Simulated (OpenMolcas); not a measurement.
Pt2+ (d8) on a cation site of an ionic host was computed by SS-CASPT2, IPEA 0.25 Eh, imaginary shift 0.1 Eh with the d shell active (OpenMolcas, ANO-RCC-VDZP on the metal). Its lowest spin-free states, and all those of the highest spin:

| 2S+1 | Degeneracy | E (cm-1) |
| --- | --- | --- |
| 3 | 1 | 0 |
| 1 | 2 | 9110 |
| 3 | 3 | 17520 |
| 1 | 1 | 18030 |
| 3 | 3 | 24020 |
| 1 | 3 | 26980 |
| 1 | 3 | 30600 |
| 3 | 3 | 37920 |
| 1 | 2 | 46850 |
| 1 | 3 | 47030 |
| 1 | 1 | 62350 |

**Question.** Is the site octahedral, tetrahedral or cube-like, axial, or of lower symmetry?

**Answer.** The states with 2S+1 = 3 have orbital degeneracies 1, 3, 3, 3. Threefold states need a cubic site. For d8 at this spin an octahedron puts the single A2 below the threefold T2 and a tetrahedron or cube puts the threefold T1 below the threefold T2, so the site is octahedral. The first gap at this spin, 17500 cm-1, is |10Dq| in ligand-field theory. The run had Pt2+ with its 6 nearest fluoride ions at 2.164 Å, on the Ca site of CsCaF3 (a = 4.526 Å, distance in the model lattice 2.263 Å). The rest of the host is ab initio model potentials to 7.6 Å, with orthogonalisation functions on the cations behind the ligands, and point charges beyond; the distance is set by hand and nothing relaxes. Ligand basis ANO-RCC-VDZP.

Roots that are degenerate in the reference are averaged as groups; the widest CASPT2 spread within a group is 99 cm-1 (the 3-fold group of multiplicity 1 near 27000 cm-1 above the lowest state of its run). Shifts and gaps below about the spread of the groups concerned are not significant. Over all roots computed the reference weight is 0.72; a low but even weight reflects the number of correlated electrons. Real 4d8 and 5d8 ions are as a rule square planar and diamagnetic. Ligand-to-metal charge-transfer states are missing. With no ligand orbital active B as a rule stays too high, so bands that hang on it stand too high and its fall with covalency is understated. With one d shell and no ligand orbital active, 10Dq can be off by a tenth or more. No measured value stands beside these numbers; the geometry was set by hand and not optimised.
